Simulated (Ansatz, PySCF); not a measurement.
This PySCF input computes a r2SCAN/def2-TZVPD energy:

```python
from pyscf import gto, scf, dft

mol = gto.M(
    atom='''
    Si   -1.75970509    0.01797307   -0.00365181
    I     0.55884607   -0.00570788    0.00115974
    H    -2.47847676    1.29880875   -0.00643869
    H    -2.50449345   -1.24791426   -0.00390218
    ''',
    basis='def2-tzvpd',
    ecp='def2-tzvp',
    charge=1,
    spin=0,
    verbose=4,
)

mf = dft.RKS(mol, xc='r2scan').density_fit(auxbasis='def2-universal-jkfit')
mf.grids.level = 4
mf.conv_tol = 1e-9
mf.max_cycle = 100
mf.max_memory = 1500
mf.kernel()
if not mf.converged:
    mf = mf.newton()
    mf.kernel(mf.make_rdm1())
mf.analyze()
```

Task: Write an input for the same energy in Ansatz (a first-principles code) and say what it gives.

Result: 
Ansatz 0.2 input:
```yaml
crystal:
  periodic: [false, false, false]
  atoms:
    - {symbol: Si, position_ang: [-1.75970509, 0.01797307, -0.00365181]}
    - {symbol: I, position_ang: [0.55884607, -0.00570788, 0.00115974]}
    - {symbol: H, position_ang: [-2.47847676, 1.29880875, -0.00643869]}
    - {symbol: H, position_ang: [-2.50449345, -1.24791426, -0.00390218]}
basis:
  gaussian:
    orbitals: def2-TZVPD
hamiltonian:
  xc: {name: r2SCAN}
total_charge: 1
output: {forces: true}
```
It gives -588.20012 Eh, and PySCF -588.20016 Eh, a difference of 0.04 mEh, from the treatment of integrals and grids.
